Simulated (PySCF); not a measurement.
Geometries of 3 isomers of CH9ClGe2Si, from PBE0-D3(BJ)/def2-SVP geometry optimisation, gas phase (PySCF 2.14.0). One conformer each, no zero-point energy, no frequencies.

Question: Which isomer lies lowest at this level?
A.
```xyz
14
angstrom
C     -1.982    1.173    0.638
Ge    -1.361   -0.645    0.325
Cl    -1.166   -0.865   -1.846
Si     0.859   -1.039    1.095
Ge     2.307    0.177   -0.357
H     -2.135    1.338    1.716
H     -2.931    1.340    0.110
H     -1.237    1.891    0.268
H     -2.414   -1.684    0.757
H      0.999   -0.560    2.508
H      1.165   -2.502    1.053
H      2.413   -0.527   -1.717
H      1.740    1.595   -0.565
H      3.714    0.302    0.258
```
B.
```xyz
14
angstrom
Si    -2.292    0.724    0.154
Ge    -0.853   -1.143    0.514
Ge     1.255   -0.895   -0.653
C      2.128    0.756   -0.016
Cl     1.021    2.147   -0.220
H     -1.937    1.838    1.080
H     -3.707    0.313    0.417
H     -2.188    1.186   -1.263
H     -1.531   -2.443    0.033
H     -0.556   -1.301    2.021
H      2.213   -2.079   -0.395
H      1.030   -0.751   -2.170
H      2.383    0.684    1.050
H      3.045    0.971   -0.582
```
C.
```xyz
14
angstrom
Si    -0.331    1.926    0.981
Ge    -0.077    0.239   -0.683
Ge     1.911   -1.087   -0.278
C     -1.629   -0.979   -0.544
Cl    -1.691   -1.644    1.115
H     -0.075    1.340    2.330
H     -1.714    2.491    0.942
H      0.649    3.029    0.738
H     -0.061    0.835   -2.110
H      2.068   -1.359    1.227
H      1.803   -2.432   -1.021
H      3.166   -0.346   -0.778
H     -2.574   -0.453   -0.735
H     -1.546   -1.822   -1.244
```

Answer: A. That is `[CH3][Ge@@H]([Cl])[SiH2][GeH3]`, 34.0 kcal/mol below the next.

```
                        SMILES                   atoms numbered as above       E (Eh)  relative (kcal/mol)  relative (kJ/mol)  dipole (D)
[CH3][Ge@@H]([Cl])[SiH2][GeH3]  [CH3:1][Ge@@H:2]([Cl:3])[SiH2:4][GeH3:5]  -4945.64997                  0.0                0.0        2.25
     [SiH3][GeH2][GeH2][CH2]Cl     [SiH3:1][GeH2:2][GeH2:3][CH2:4][Cl:5]  -4945.59575                 34.0              142.4        1.58
  [SiH3][Ge@@H]([GeH3])[CH2]Cl  [SiH3:1][Ge@@H:2]([GeH3:3])[CH2:4][Cl:5]  -4945.59453                 34.8              145.6        1.46
```
